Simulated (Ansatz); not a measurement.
`CB/C=C/Br` + `O[SiH](O)F` → `CBO[SiH](O)F` + `C=CBr`  (ligand exchange at a B–C bond)

Isolated molecules relaxed with PBE0-D4/def2-TZVP in Ansatz; ΔE leaves out vibrations. CBS: MP2 limit from def2 TZ/QZ plus the TZ coupled-cluster correction, frozen cores. This one scheme is used for every species. DFT in def2-TZVPP. For Br outer-core shells are correlated without core-valence functions, which leaves a few kJ/mol of doubt a bond. Scalar relativity is left out up to krypton. Each species was taken in one conformer, which may not be the lowest.

CCSD(T)/CBS gives -107.0 kJ/mol.

Another level gave -109.8 kJ/mol. Which?
A. PBE-D4/def2-TZVPP
B. MP2/def2-TZVPP
C. ωB97X-V/def2-TZVPP
D. HF/def2-TZVPP

C. ωB97X-V -109.8, MP2/def2-TZVPP -103.9, HF/def2-TZVPP -122.9, PBE-D4 -97.7 kJ/mol.

Largest T1 diagnostic among the species: 0.012.

From PBE to PBE0 (25 % exact exchange), in def2-TZVPP and without D4, ΔE moves by −3.9 kJ/mol. In def2-TZVPP, CCSD(T) changes the Hartree–Fock value by +14.4 kJ/mol (the triples alone add +2.7 kJ/mol) and MP2 by +19.0 kJ/mol.
